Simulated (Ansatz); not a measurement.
A nudged elastic band was laid between two geometries of C$_{2}$H$_{3}$BF$_{2}$ (8 atoms, charge 0, multiplicity 1).

All numbers below come from Ansatz, RKS PBE0-D4/def2-SVP.

```
movable images  : 8
climbing image  : no
spring          : 5.0 eV/Å²
optimiser       : quadratic models (default)
start path      : IDPP
force threshold : 0.05 eV/Å
iteration limit : 60
end points      : relaxed
```

Initial state:

```xyz
8
Properties=species:S:1:pos:R:3
C -0.090 0.511 1.144
C -0.503 -0.204 0.089
B 0.395 -0.391 -1.158
F -0.003 -1.093 -2.205
F 1.603 0.145 -1.228
H -0.710 0.655 2.035
H 0.898 0.985 1.155
H -1.497 -0.664 0.111
```

Final state:

```xyz
8
Properties=species:S:1:pos:R:3
C -0.095 0.522 1.140
C -0.500 -0.208 0.092
B 0.398 -0.398 -1.155
F 1.597 0.157 -1.235
F 0.009 -1.122 -2.190
H -0.715 0.668 2.030
H 0.887 1.006 1.144
H -1.489 -0.680 0.118
```

Q: Which bonds break or form, and what moves?

A: No bond is made or broken. The dihedral C1–C2–B3–F4 goes from -180 to 0°. The two ends are copies of one structure, up to a mirror image or an exchange of like atoms.

Q: Give the energies along the band, and the barrier.

A: It converged. The highest image is number 5 of 0 to 9, 0.236 eV above the ends, which have the same energy within 2 meV. No image climbed, so the highest image needn't sit at the top of the path.

| image | path coordinate (Å) | energy (eV) | dihedral C1–C2–B3–F4 (°) |
| --- | --- | --- | --- |
| 0 | 0.00 | 0.000 | -180 |
| 1 | 0.46 | 0.025 | -158 |
| 2 | 0.92 | 0.093 | -138 |
| 3 | 1.38 | 0.177 | -119 |
| 4 | 1.84 | 0.236 | -100 |
| 5 | 2.30 | 0.236 | -81 |
| 6 | 2.76 | 0.178 | -62 |
| 7 | 3.22 | 0.095 | -42 |
| 8 | 3.68 | 0.026 | -21 |
| 9 | 4.14 | 0.000 | 0 |

Q: What is the geometry of the highest image?

A: 
```xyz
8
Properties=species:S:1:pos:R:3
C -0.416 0.854 0.847
C -0.303 -0.340 0.258
B 0.595 -0.620 -0.984
F 0.208 -0.334 -2.213
F 1.788 -1.176 -0.867
H -1.041 1.007 1.733
H 0.119 1.737 0.480
H -0.858 -1.185 0.689
```

The band took 6 iterations and about 2.3 core-minutes.

The run took 2.3 min on 1 thread of Arm Neoverse V2 (shared host), peak memory 0.16 GiB.
